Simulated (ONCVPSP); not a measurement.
## Configuration tests for caesium (Cs) (ONCV)

Cs, optimised norm-conserving Vanderbilt (ONCV), made with ONCVPSP 4.0.1 (PBE, scalar-relativistic). Core [Kr] 4d10, reference 5s2 5p6 6s0.5 6p0.5. Waves: 5s+6s: rc 3.40 bohr, ncon 4, nbas 9, qcut 2.9 1/bohr, 2 projectors; 5p+6p: rc 3.10 bohr, ncon 4, nbas 8, qcut 4.4 1/bohr, 3 projectors, debl 3 Ha; d scattering state at 0.05 Ha: rc 3.00 bohr, ncon 4, nbas 8, qcut 2.8 1/bohr, local. Local part: the d channel. Core correction: Teter function, fcfact 5, rcfact 1.25.

Energies are relative to the spin-unpolarised reference configuration 5s2 5p6 6s0.5 6p0.5; without spin polarisation the order of configurations can differ from experiment.

```json
{"valence configuration": "5s2 5p6 6s1 6p0", "charge": "0", "ΔE all-electron (eV)": "-0.679", "error AE − PS (meV)": "-0.1"}
{"valence configuration": "5s2 5p6 6s0 6p0", "charge": "+1", "ΔE all-electron (eV)": "3.184", "error AE − PS (meV)": "-0.3"}
{"valence configuration": "5s1 5p6 6s1 6p0", "charge": "+1", "ΔE all-electron (eV)": "31.004", "error AE − PS (meV)": "-302"}
```

**Question.** What are ΔE and the potential's error for 5s2 5p6 6s0.5 6p0?

**Answer.** ΔE = 0.791 eV all-electron; the error (AE − PS) is -0.1 meV.

Levels in the configuration 5s2 5p6 6s0.5 6p0:

```
level  all-electron (eV)  pseudo (eV)
   5s            -29.160      -29.159
   5p            -15.928      -15.928
   6s             -3.834       -3.833
```
